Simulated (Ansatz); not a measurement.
Reaction (ligand exchange at the Si–O bond): `N[SiH2]S[SiH](N)O` + H–F → `N[SiH2]S[SiH](N)F` + H₂O

Isolated molecules relaxed with PBE0-D4/def2-TZVP in Ansatz; ΔE leaves out vibrations. CCSD(T)/CBS adds triple-zeta CCSD(T) − MP2 to the extrapolated MP2 energy (def2 sets, frozen cores). This one scheme is used for every species. Functionals use def2-TZVPP. B3LYP here is the variant with VWN-RPA as its local correlation; programs differ in this. One conformer a species, not always the lowest.

Is it downhill or uphill in electronic energy at CCSD(T)/CBS, and by how much? (Estimate.)

Computed: Downhill: ΔE = -8.1 kcal/mol.

What do these levels give: r2SCAN-D4, ωB97M-V, PBE0, B3LYP, SCS-MP2/def2-TZVPP, HF/CBS(def2)? (Best estimate.)

Computed: r2SCAN-D4 -8.4, ωB97M-V -8.9, PBE0 -7.7, B3LYP -8.9, SCS-MP2/def2-TZVPP -8.4, HF/CBS(def2) -11.7 kcal/mol.

Largest T1 diagnostic among the species: 0.012.

In def2-TZVPP, CCSD(T) changes the Hartree–Fock value by +3.5 kcal/mol (the triples alone add +0.7 kcal/mol) and MP2 by +4.1 kcal/mol.
